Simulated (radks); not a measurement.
Mn I, configuration [Ar] 3d4.75 4s2 4d0.25 (fractional occupations, a model configuration). Calculated with a radial shooting solver on a logarithmic mesh with Libxc functionals: Dirac Kohn-Sham, LDA (Slater exchange, Perdew-Zunger correlation), spin-unpolarised, spherical densities, finite nucleus; open shells are shared between the two j in proportion to 2j + 1; Fermi nuclear charge, rms radius 3.7057 fm. Some entries of the table are withheld. Estimate them.

| orbital | occ. | eigenvalue (eV) | r(max) (bohr) | <r> (bohr) |
|---|---|---|---|---|
| 1s1/2 | 2 | -6416.251 | 0.03994 | 0.06101 |
| 2s1/2 | 2 | -745.1355 | 0.2330 | 0.2800 |
| 2p1/2 | 2 | -639.6521 | 0.1867 | (1) |
| 2p3/2 | 4 | -629.2499 | 0.1891 | (2) |
| 3s1/2 | 2 | -88.3209 | (3) | 0.8518 |
| 3p1/2 | 2 | -58.2301 | 0.7458 | 0.8967 |
| 3p3/2 | 4 | -56.9426 | 0.7529 | 0.9059 |
| 3d3/2 | 1.9 | -9.7646 | 0.7518 | (4) |
| 3d5/2 | 2.85 | -9.6416 | 0.7543 | (5) |
| 4s1/2 | 2 | -6.8878 | 2.428 | 2.939 |
| 4d3/2 | 0.1 | -0.2790 | (6) | 22.58 |
| 4d5/2 | 0.15 | -0.2789 | (7) | 22.58 |

Answer. 
(1) 2p1/2 <r> (bohr): 0.2454
(2) 2p3/2 <r> (bohr): 0.2484
(3) 3s1/2 r(max) (bohr): 0.7361
(4) 3d3/2 <r> (bohr): 1.181
(5) 3d5/2 <r> (bohr): 1.187
(6) 4d3/2 r(max) (bohr): 21.38
(7) 4d5/2 r(max) (bohr): 21.38
